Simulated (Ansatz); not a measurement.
Input for Ansatz (development build ahead of 0.2.0):

```yaml
crystal:
  periodic: [false, false, false]
  atoms:
    - { symbol: Na, position_ang: [-1.21117, -1.22023, -1.20677] }
    - { symbol: Cl, position_ang: [-1.40193, -1.39416, 1.40083] }
    - { symbol: Cl, position_ang: [-1.40607, 1.4064, -1.4129] }
    - { symbol: Na, position_ang: [-1.21318, 1.21971, 1.21649] }
    - { symbol: Cl, position_ang: [1.40645, -1.41144, -1.39807] }
    - { symbol: Na, position_ang: [1.2117, -1.21233, 1.20139] }
    - { symbol: Na, position_ang: [1.21081, 1.22129, -1.21216] }
    - { symbol: Cl, position_ang: [1.4063, 1.39657, 1.39705] }
basis:
  gaussian: { orbitals: cc-pVDZ }
hamiltonian:
  xc: hf
correlation:
  method: mp2
  frozen_orbitals: { Cl: 5, Na: 1 }
```

The input is written out in the form of the current development build from the run's settings.

Output:

- Converged: yes
- Reference energy: -2485.96335 hartree
- Correlation energy: -0.59684 hartree
- Total energy: -2486.56019 hartree
- Spin squared of the determinant: 0.000
